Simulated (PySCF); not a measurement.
SbCl4, SMILES [Cl][Sb]([Cl])([Cl])[Cl], multiplicity 2. Atoms are numbered in the order given.

```xyz
5

Sb     0.0000     0.0000     0.0000
Cl    -1.4024     1.4024     1.4024
Cl     1.4024     1.4024    -1.4024
Cl     1.4024    -1.4024     1.4024
Cl    -1.4024    -1.4024    -1.4024
```
Charge 0, spin multiplicity 2.

Coordinates come from a PBE-D3(BJ)/def2-SVP optimisation. The spin state was assumed, not searched. The isomer is the one that the SMILES or the coordinates give; other isomers of the formula were not compared. The def2 effective core potentials stand for the cores of Sb; spin–orbit coupling is left out.

Calculation: PBE/def2-TZVP in PySCF.

Isolated molecule, no solvent.

Computed frontier levels, dipole moment and polarisability:
```
Item                                                                                                               Value
---------------------------------------------------------------------------------------------  -------------------------
α spin, highest occupied and lowest empty level                                                       -6.53 and -3.04 eV
β spin, highest occupied and lowest empty level                                                       -8.26 and -6.10 eV
dipole moment                                                                                                  0.000 e·Å
quadrupole, principal values (traceless, Buckingham form, about the centre of nuclear charge)       0.00, 0.00, 0.00 D·Å
mean static polarisability                                                                        103.6 bohr³ (15.36 Å³)
polarisability, principal values                                                               103.6, 103.6, 103.6 bohr³
⟨S²⟩                                                                                             0.752 (pure state 0.75)
```
